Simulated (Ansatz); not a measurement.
C2H5IOSi (`O/C([SiH3])=C\I`), one more setting.

```yaml
crystal:
  periodic: [false, false, false]
  atoms:
    - {symbol: O, position_ang: [-1.628805, -0.183546, 0.378782]}
    - {symbol: C, position_ang: [-0.360231, 0.117538, 0.043846]}
    - {symbol: Si, position_ang: [0.844174, -1.321939, 0.166580]}
    - {symbol: C, position_ang: [0.068714, 1.317481, -0.349804]}
    - {symbol: I, position_ang: [-1.227986, 2.940563, -0.500340]}
    - {symbol: H, position_ang: [-2.177488, 0.613838, 0.286695]}
    - {symbol: H, position_ang: [2.181279, -0.820452, -0.234217]}
    - {symbol: H, position_ang: [0.410314, -2.415153, -0.738828]}
    - {symbol: H, position_ang: [0.879286, -1.826517, 1.562035]}
    - {symbol: H, position_ang: [1.093743, 1.527085, -0.611846]}
basis:
  gaussian: {orbitals: ANO-RCC-VTZP}
hamiltonian: {xc: {name: wB97M-V}}
accuracy: high
```

```sh
$ ansatz run in.yaml --threads 4 --pin off --events-out ev --progress --plain --max-ram 10444MiB
```

Shortened log:

```
Functional definition: wB97M-V
4902 factors; integrals over basis functions are off by at most 5.0e-9 eV
725 factors; integrals over basis functions are off by at most 1.6e-9 eV
mean field evaluation 1: about -205706.9944 eV, gradient 4.2e1 eV
mean field evaluation 2: about -205707.4558 eV, gradient 4.2e1 eV
mean field evaluation 4: about -205710.4746 eV, gradient 2.3e0 eV
mean field evaluation 8: about -205710.6142 eV, gradient 2.1e-1 eV
mean field evaluation 16: about -205710.6144 eV, gradient 2.6e-4 eV
mean field -205710.61441703 eV, -7559.7256441636 hartree, gradient 9.6e-8 eV, S^2 0.000000; 0 other end points of the search recorded, 0 dependent functions left out
reference -205710.61442508 eV, -7559.7256444592 hartree; 46, 46 occupied and 216, 216 virtual orbitals, 4902 factors
Total energy: -205710.61442508 eV, -7559.7256444592 hartree
Relativity: scalar
```

Run time 3.6 min (4 threads of an Arm Neoverse V1 on a shared host); peak host memory 3.6 GiB.
